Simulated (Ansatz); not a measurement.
Cost and result for the atomization energy of C$_{4}$H$_{11}$BO (`CCB(O)CC`) (17 atoms, 16 bonds).

Cartesian coordinates in Å:
```
C -0.4639 -0.1607 1.9678
C 0.9060 0.0866 1.3443
B 0.9625 0.1922 -0.2241
O 1.8996 1.0441 -0.7342
C 0.0167 -0.6202 -1.1961
C -1.2517 0.1768 -1.5282
H -1.1328 0.6900 1.8126
H -0.3944 -0.3236 3.0461
H -0.9515 -1.0394 1.5370
H 1.5673 -0.7579 1.5957
H 1.3843 0.9631 1.7930
H 1.9357 1.0317 -1.6943
H 0.5402 -0.8639 -2.1298
H -0.2712 -1.5768 -0.7478
H -1.8303 0.3995 -0.6287
H -1.0121 1.1321 -2.0036
H -1.9045 -0.3737 -2.2098
```

Charge 0, multiplicity 1. The structure was optimised at the PBE0-D4/def2-TZVP level. It is one conformer, not always the lowest. Program: Ansatz. All runs use 8 threads of an Intel Xeon on a shared host. Times are those of one run each, without the atoms' runs, and a repeat can differ threefold. Electronic energies, without spin–orbit coupling; frozen cores. CCSD(T)/CBS adds CCSD(T) − MP2 in def2-TZVPP to the MP2 limit, and its time is that of the two runs behind it. T1 = 0.011.

CCSD(T)/CBS is a level of theory with its own doubt, some kJ/mol a heavy atom from the limit and from the frozen cores, so smaller differences don't rank the functionals.

```csv
level,functions,wall time,atomization (kcal/mol),difference from CCSD(T)/CBS,per bond
revPBE-D4/def2-TZVPP,340,1.7 s,1624.4,-5.7,-0.4
BLYP-D4/def2-TZVPP,340,1.7 s,1625.2,-4.9,-0.3
BHLYP-D4/def2-TZVPP,340,2.3 s,1597.4,-32.7,-2.0
CAM-B3LYP-D4/def2-TZVPP,340,2.8 s,1641.5,11.4,0.7
r2SCAN-D4/def2-TZVPP (with forces),340,3.1 s,1637.5,7.4,0.5
PBE-QIDH/def2-TZVPP,340,4.7 s,1629.3,-0.8,0.0
B97M-V/def2-TZVPP,340,5.5 s,1636.0,5.9,0.4
ωB97X-V/def2-TZVPP,340,5.5 s,1632.8,2.7,0.2
CCSD(T)/def2-SVP,139,7.5 s,1569.8,-60.3,-3.8
ωB97M-V/def2-TZVPP (with forces),340,8.5 s,1637.2,7.1,0.4
MP2/def2-QZVPP,672,28 s,1635.9,5.8,0.4
CCSD(T)/def2-TZVPP,340,7.4 min,1596.4,-33.7,-2.1
CCSD(T)/CBS(def2),–,7.8 min,1630.1,0.0,0.0
```

At CCSD(T), def2-SVP lies −60.3 kcal/mol from the extrapolated value and def2-TZVPP −33.6 kcal/mol: correlation converges slowly with the basis, and small sets miss more of it in the bonded molecule than in its fragments. From PBE to PBE0 (25 % exact exchange), in def2-TZVPP and without D4, the atomization energy moves by −18.3 kcal/mol: exact exchange takes away binding that semilocal exchange gives to molecules. The D4 term adds +11.8 kcal/mol with B3LYP and +6.4 kcal/mol with PBE0; it sums over pairs of atoms, weighted by their polarisabilities, and B3LYP, whose exchange is more repulsive, gets the larger term.

B3LYP here is the variant with VWN-RPA as its local correlation; programs differ in this.
